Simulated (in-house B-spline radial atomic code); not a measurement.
# The palladium ion Pd¹⁰⁺: [Ar] 3d10 4s2 4p6

Computed with a B-spline radial code for spherical atoms: Dirac-Kohn-Sham wB97X, spherical fractional occupations, Fermi nucleus of rms radius 4.5318 fm.

Z_r = [3n² - l(l+1)]/(2<r>); Z_e = n√(-2ε); the last column is Slater's effective charge. Values are occupation-weighted means over j. An effective charge above Z reflects the relativistic contraction of the inner shells.

| shell | electrons | ε (eV) | <r> (bohr) | Z_r | Z_e | Slater |
| --- | --- | --- | --- | --- | --- | --- |
| 1s | 2 | -24412 | 0.03185 | 47.10 | 42.36 | 45.70 |
| 2s | 2 | -3754.4 | 0.1379 | 43.51 | 33.22 | 41.85 |
| 2p | 6 | -3389 | 0.1204 | 41.52 | 31.57 | 41.85 |
| 3s | 2 | -847.09 | 0.3775 | 35.76 | 23.67 | 34.75 |
| 3p | 6 | -726.06 | 0.3765 | 33.20 | 21.92 | 34.75 |
| 3d | 10 | -533.14 | 0.3549 | 29.58 | 18.78 | 24.85 |
| 4s | 2 | -273.38 | 0.884 | 27.15 | 17.93 | 18.25 |
| 4p | 6 | -234.39 | 0.934 | 24.62 | 16.60 | 18.25 |

The least bound orbital is 4p3/2 at -232.5 eV, and it is also the most diffuse (<r> = 0.9406 bohr).

Spin-orbit splittings of the orbital energies (j = l + 1/2 above j = l - 1/2 when positive): 2p 159.5 eV, 3p 28.19 eV, 3d 5.642 eV, 4p 5.679 eV.

For the 1s electron the small component carries 2.83 % of the norm, the zero-frequency Breit interaction raises the level by 51.93 eV, self-energy by 28.87 eV, and vacuum polarisation lowers it by 3.564 eV.
